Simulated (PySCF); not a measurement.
# Excited states of SMILES CB(C)c1ccc(N(C)C)cn1, C₉H₁₅BN₂

Theory: PySCF 2.14.0, TDA B3LYP/def2-SVP excited states, vertical, gas phase. Geometry: GFN2-xTB.

Input:
```
{"job": {"kind": "states", "xc": "B3LYP", "basis": "def2-SVP", "tda": true, "soc": true, "nstates": 5, "ntriplets": 4, "nquad": 4}, "charge": 0, "multiplicity": 1}
C     -3.893090    -0.192935     0.889762
B     -2.900623     0.084928    -0.310522
C     -3.425603     0.389175    -1.764427
C     -1.358725     0.048177    -0.076784
C     -0.763839    -0.306194     1.142969
C      0.606571    -0.344964     1.283304
C      1.424225    -0.013854     0.193122
N      2.786667    -0.037279     0.265173
C      3.594292     0.503396    -0.799695
C      3.449944    -0.586223     1.421529
C      0.738592     0.341670    -0.988255
N     -0.561685     0.364699    -1.112241
H     -3.728682    -1.185548     1.308510
H     -3.731350     0.510195     1.706447
H     -4.941568    -0.129664     0.608111
H     -4.508908     0.403092    -1.861038
H     -3.034534    -0.345808    -2.466131
H     -3.041915     1.346048    -2.113541
H     -1.386750    -0.554652     1.989614
H      1.035454    -0.617713     2.235748
H      3.209061     1.473310    -1.121262
H      3.623259    -0.165409    -1.667461
H      4.611718     0.647572    -0.441695
H      3.000419    -1.541130     1.703089
H      4.497371    -0.764324     1.187831
H      3.396629     0.092290     2.281076
H      1.283175     0.607568    -1.884615
```
Coordinates are in Å.

Command: `OMP_NUM_THREADS=1 python excited_run.py task.json out`

Task: Show the output.

Result: H and L stand for HOMO and LUMO.
```
coarse grid: 22288 points
cycle   1  E = -485.7966074321  dE =  1.608e+00  |g| = 6.203e-01  |ddm| = 5.716e+00
cycle   2  E = -485.6995812621  dE =  9.703e-02  |g| = 8.696e-01  |ddm| = 2.149e+00
cycle   3  E = -485.8972395153  dE = -1.977e-01  |g| = 2.359e-01  |ddm| = 1.443e+00
cycle   4  E = -485.9112663061  dE = -1.403e-02  |g| = 5.811e-02  |ddm| = 3.254e-01
cycle   5  E = -485.9121449383  dE = -8.786e-04  |g| = 1.316e-02  |ddm| = 9.019e-02
cycle   6  E = -485.9121848697  dE = -3.993e-05  |g| = 5.394e-03  |ddm| = 2.049e-02
cycle   7  E = -485.9121914932  dE = -6.624e-06  |g| = 1.030e-03  |ddm| = 6.197e-03
final grid: 214648 points
cycle   8  E = -485.9989400401  dE = -8.076e-05  |g| = 7.975e-03  |ddm| = 6.523e-02
cycle   9  E = -485.9989365448  dE =  3.495e-06  |g| = 8.826e-03  |ddm| = 1.787e-02
cycle  10  E = -485.9989568249  dE = -2.028e-05  |g| = 7.393e-04  |ddm| = 9.392e-03
cycle  11  E = -485.9989569319  dE = -1.070e-07  |g| = 4.058e-04  |ddm| = 1.283e-03
cycle  12  E = -485.9989569745  dE = -4.262e-08  |g| = 9.678e-05  |ddm| = 5.212e-04
cycle  13  E = -485.9989569766  dE = -2.156e-09  |g| = 3.581e-05  |ddm| = 1.443e-04
cycle  14  E = -485.9989569769  dE = -2.674e-10  |g| = 1.578e-05  |ddm| = 6.253e-05
converged SCF energy = -485.9989569769

Singlet excitations
state   eV       nm        f     d(h-e)  d(exc)  Lambda  PR(NTO)  |dmu|/D   mu/D   main configurations
  1   4.0012   309.9   0.00821   0.898   3.003   0.476   1.007    2.312    6.423   H-1->L 0.95
  2   4.4839   276.5   0.59941   2.462   4.144   0.653   1.116    5.578   10.356   H->L 0.87
  3   4.6316   267.7   0.03747   0.788   3.030   0.528   1.114    1.588    4.798   H-1->L+1 0.56, H->L+1 0.37
  4   4.7412   261.5   0.04401   0.726   3.142   0.544   1.222    1.682    5.927   H->L+1 0.46, H-1->L+1 0.42, H-2->L 0.08
  5   5.6514   219.4   0.00031   1.788   3.410   0.431   1.006                     H-3->L 0.97

Triplet excitations (Tamm-Dancoff)
state   eV     d(h-e)  d(exc)  Lambda  PR(NTO)   main configurations
  1   3.1219   1.522   3.624   0.659   1.021   H->L 0.95
  2   3.4329   0.697   2.726   0.470   1.031   H-1->L 0.80, H-1->L+1 0.17
  3   3.8180   0.817   3.043   0.598   1.021   H->L+1 0.96
  4   4.3313   1.215   2.879   0.475   1.044   H-1->L+1 0.80, H-1->L 0.17
S1 - T1 = 0.8793 eV

Spin-orbit couplings |<S|Hso|T>| (cm-1)
             T1       T2       T3       T4
S0        2.605   22.426    0.604    9.457
S1        0.933    0.626    0.206    0.764
S2        0.208    0.532    0.369    1.731
S3        0.453    1.077    0.593    0.624
S4        0.363    2.176    0.273    1.293
S5        1.482    3.271    0.337    2.131
T1 sublevels (cm-1): 0.000 0.000 0.001   radiative rates (1/s): 0.0243 0.0303 0.509
```

States above about 5.6 eV lie in this functional's continuum (it starts at minus the energy of the highest occupied orbital, well below the true ionisation energy for most functionals) and depend on the basis.

It took 90 s wall time on 1 thread of an Arm Neoverse V2, shared host, peak memory 0.99 GiB.
